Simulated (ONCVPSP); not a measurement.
# An all-electron radial function and its pseudo partner (O)

Columns: radius, all-electron u(r) and pseudo u(r) of the 2p shell (level -16.26 eV) of oxygen in the configuration [He] 2s2 2p3.5; Wu-Cohen, non-relativistic, ONCV scheme, ONCVPSP 4.0.1.

```csv
r (bohr),all-electron,pseudo
0.095,0.0999,0.0286
0.190,0.2853,0.1103
0.285,0.4694,0.2345
0.380,0.6215,0.3852
0.475,0.7350,0.5437
0.570,0.8120,0.6917
0.665,0.8568,0.8142
0.760,0.8757,0.9013
0.855,0.8744,0.9491
0.950,0.8583,0.9594
1.045,0.8316,0.9379
1.140,0.7978,0.8931
1.235,0.7593,0.8342
1.330,0.7182,0.7695
1.425,0.6758,0.7059
1.520,0.6331,0.6476
1.615,0.5910,0.5962
1.710,0.5500,0.5511
1.805,0.5103,0.5104
1.900,0.4724,0.4724
1.995,0.4364,0.4364
2.090,0.4024,0.4024
2.185,0.3705,0.3705
2.280,0.3407,0.3407
2.375,0.3130,0.3130
2.470,0.2874,0.2874
```

(1) How many radial nodes do the two functions have?

(2) At about which radius was the pseudo-wave matched?

(3) Where does each function peak?

(4) Is the pseudo-wave norm-conserving?

Answers

(1) The all-electron 2p function has n − l − 1 = 0; the pseudo-wave has 0.

(2) 1.90 bohr, where the columns begin to agree (steps of 0.10 bohr).

(3) Outermost all-electron maximum near 0.76 bohr, pseudo maximum near 0.95 bohr (to the table’s step).

(4) Yes: the ONCV scheme keeps the norm inside the radius equal to the all-electron one, which fixes the energy derivative of the logarithmic derivative at the level.
